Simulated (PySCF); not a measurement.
# Working out the ionisation energy of Ni¹⁶⁺

Ni¹⁶⁺ [Ne] 3s2 (1S) → Ni¹⁷⁺ [Ne] 3s1 (2S). Calculation: PySCF 2.14, in an uncontracted even-tempered set (16 s from 1.4 bohr⁻², ratio 2.5; 11 p from 1.8 bohr⁻², ratio 2.5; 5 d from 7.1 bohr⁻², ratio 2.7; 4 f from 11 bohr⁻², ratio 2.7); the non-relativistic Hamiltonian (point nucleus). Frozen: 1s2; the 20 highest virtual orbitals dropped. Energies in hartree (1 hartree = 27.21139 eV):

```json
{"part": "UHF", "Ni¹⁶⁺ (lower)": "-1380.828793", "Ni¹⁷⁺ (upper)": "-1360.187156"}
{"part": "MP2 opposite-spin", "Ni¹⁶⁺ (lower)": "-0.307528", "Ni¹⁷⁺ (upper)": "-0.226883"}
{"part": "MP2 same-spin", "Ni¹⁶⁺ (lower)": "-0.092568", "Ni¹⁷⁺ (upper)": "-0.083372"}
```

Problem. What does Hartree-Fock give?

Solution. (-1360.187156) − (-1380.828793) = 20.641637 hartree = 561.688 eV.

Problem. What do MP2 and SCS-MP2 (6/5 opposite-spin, 1/3 same-spin) give?

Solution. The opposite-spin parts differ by 2.194 eV and the same-spin parts by 0.250 eV. MP2: 561.688 + (2.194) + (0.250) = 564.132 eV. SCS-MP2: 561.688 + 1.2 × (2.194) + (0.250)/3 = 564.404 eV.

A first-order spin-orbit estimate adds 0.000 eV to MP2 (outer shells), giving 564.132 eV against 571.07 ± 0.12 eV (semi-empirical (NIST evaluation); NIST Atomic Spectra Database, ionization energies).

The calculation is non-relativistic.

What remains against the reference includes basis incompleteness, the frozen core and correlation beyond second order.
